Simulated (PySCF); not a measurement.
Compound: C3H8GeO.
Atom-mapped SMILES: `[GeH3:1][O:2][CH:3]1[CH2:4][CH2:5]1` (hydrogens: H6, H7, H8 on Ge1; H9 on C3; H10, H11 on C4; H12, H13 on C5)

Level of theory: PySCF 2.14.0, density-fitted response routines, TDDFT CAM-B3LYP/def2-SVPD, vertical, gas phase, core orbitals frozen in the response. One conformer (not necessarily the lowest) at the PBE0-D3(BJ)/def2-SVP geometry, without solvent, vibrations or thermal averaging. The CAM-B3LYP/def2-SVPD calculation is non-relativistic and has no spin–orbit coupling, an omission that weighs most on germanium. Torsions of this conformer, `[GeH3:1][O:2][CH:3]1[CH2:4][CH2:5]1`: Ge1–O2–C3–C4 -149°.

| state | E (eV) | E (kJ/mol) | λ (nm) | f | \|μ\| (D) | main configurations (H = HOMO, L = LUMO) |
| --- | --- | --- | --- | --- | --- | --- |
| S1 | 6.61 | 638 | 187.6 | 0.0068 | 0.52 | H→L+1 (62%), H→L (23%) |
| S2 | 7.12 | 687 | 174.2 | 0.0066 | 0.50 | H→L (41%), H→L+1 (32%), H-1→L (10%) |
| S3 | 7.24 | 698 | 171.3 | 0.059 | 1.47 | H-1→L+1 (55%), H→L (22%), H-1→L (10%) |
| S4 | 7.71 | 744 | 160.9 | 0.015 | 0.71 | H→L+2 (52%), H-1→L (24%) |
| S5 | 7.74 | 747 | 160.2 | 0.038 | 1.14 | H-1→L (34%), H-1→L+1 (21%), H→L+2 (20%) |
| S6 | 7.79 | 751 | 159.2 | 0.026 | 0.94 | H→L+3 (47%), H→L+4 (34%), H→L+2 (10%) |
| S7 | 7.97 | 769 | 155.5 | 0.012 | 0.62 | H→L+3 (43%), H→L+4 (37%) |
| S8 | 8.12 | 783 | 152.7 | 0.011 | 0.59 | H-1→L+2 (58%), H-2→L+1 (15%), H-1→L+4 (9%) |
| S9 | 8.26 | 797 | 150.1 | 0.017 | 0.74 | H→L+5 (55%), H-1→L+4 (11%), H-1→L+3 (10%) |
| S10 | 8.35 | 806 | 148.4 | 0.0089 | 0.53 | H→L+5 (30%), H-1→L+4 (23%), H-1→L+2 (17%) |

Triplets, Tamm–Dancoff:

```csv
state,E (eV),λ (nm),"main configurations (H = HOMO, L = LUMO)"
T1,6.28,197.4,"H→L+1 (46%), H→L (34%)"
T2,6.81,182.1,"H-1→L+1 (40%), H-1→L (31%)"
T3,6.94,178.5,"H→L (43%), H→L+1 (38%)"
T4,7.43,166.9,"H-1→L (28%), H-1→L+1 (26%), H→L+2 (10%)"
```

The lowest singlet lies at 6.61 eV (188 nm, vacuum ultraviolet) and is weak; its leading configuration is HOMO→LUMO+1 (62%). The strongest level in the table is S3 at 7.24 eV (171 nm, f = 0.059). Löwdin shares by element: HOMO carbon 48%, oxygen 37% (atoms not listed hold the other 15%); LUMO germanium 52%, hydrogen 37% or more. The listed states span 1.74 eV, and the widest gap between neighbours is 0.51 eV (S1 to S2). Orbital energies (eV): HOMO-3 -10.98, HOMO-2 -10.53, HOMO-1 -9.26, HOMO -8.75, LUMO 0.93, LUMO+1 1.07, LUMO+2 1.92. The oscillator strengths of these states sum to 0.200; summed over the whole spectrum of an exact calculation they would give the number of electrons, 66 (Thomas–Reiche–Kuhn). All these states lie below the vertical ionisation energy of 9.50 eV (ΔSCF). The window holds the lowest 10 singlets.
